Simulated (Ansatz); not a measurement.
Geometry optimisation, RKS PBE-D4/def2-SVP in Ansatz.

The input (input.yaml):

```yaml
crystal:
  periodic: [false, false, false]
  atoms:
    - { symbol: Zr, position_ang: [0.271415, -0.416481, -0.637821] }
    - { symbol: O, position_ang: [0.544394, 0.25686, 2.532675] }
    - { symbol: H, position_ang: [-0.316108, -0.08093, 2.848771] }
    - { symbol: Cl, position_ang: [2.025123, 1.121047, -0.763961] }
    - { symbol: Cl, position_ang: [-1.880202, 0.215319, 0.055122] }
    - { symbol: Cl, position_ang: [0.105006, -1.577217, -2.645481] }
    - { symbol: Si, position_ang: [1.071218, -2.394149, 0.916451] }
    - { symbol: H, position_ang: [-0.077053, -2.856596, 1.795338] }
    - { symbol: H, position_ang: [1.605089, -3.627667, 0.226365] }
    - { symbol: H, position_ang: [2.159184, -1.974185, 1.892114] }
    - { symbol: H, position_ang: [1.175633, -0.474102, 2.758528] }
basis:
  gaussian: { orbitals: def2-SVP }
hamiltonian:
  xc: pbe
  dispersion: d4
relax:
  f_tol: 0.03
  max_steps: 50
```

Run as:

```bash
$ ansatz run input.yaml --threads 4 --pin off --max-ram 5120MiB --backend cpu --events-out ev --progress --plain --runs-dir out
```

Task: Where does it end, and by what steps?

Result: The run converged. The force dipped under the threshold on the way, but the program's further checks kept it going. After 18 steps the energy has fallen by 0.586 eV; H8 moved furthest, 0.87 Å. Joined: Zr1–O2 (3.25 → 2.33 Å).

```csv
step,energy less start (eV),largest force component (eV/Å),accepted
0,0.0000,0.738,yes
1,-0.1117,1.072,yes
2,-0.3127,0.947,yes
3,-0.4982,0.884,yes
4,-0.5344,0.401,yes
5,-0.5112,0.341,no
6,-0.5492,0.111,yes
7,-0.5516,0.140,yes
8,-0.5612,0.037,yes
9,-0.5647,0.343,yes
10,-0.5732,0.171,yes
11,-0.5779,0.095,yes
12,-0.5816,0.064,yes
13,-0.5806,0.296,no
14,-0.5818,0.063,yes
15,-0.5851,0.028,yes
16,-0.5856,0.058,yes
17,-0.5859,0.031,yes
18,-0.5861,0.015,yes
```

```xyz
11
Properties=species:S:1:pos:R:3
Zr 0.250 -0.286 -0.248
O 0.587 0.220 1.998
H -0.232 0.482 2.467
Cl 2.056 1.078 -0.861
Cl -1.891 0.578 0.362
Cl -0.244 -1.589 -2.132
Si 1.160 -2.593 0.963
H 0.024 -3.546 1.273
H 2.253 -3.395 0.301
H 1.709 -2.239 2.355
H 1.011 -0.516 2.501
```

Whether the end is a true minimum wasn't checked by a vibrational analysis.

Time of the run: 40 s on 4 threads of Arm Neoverse V2, on a shared host, peak memory 0.23 GiB.
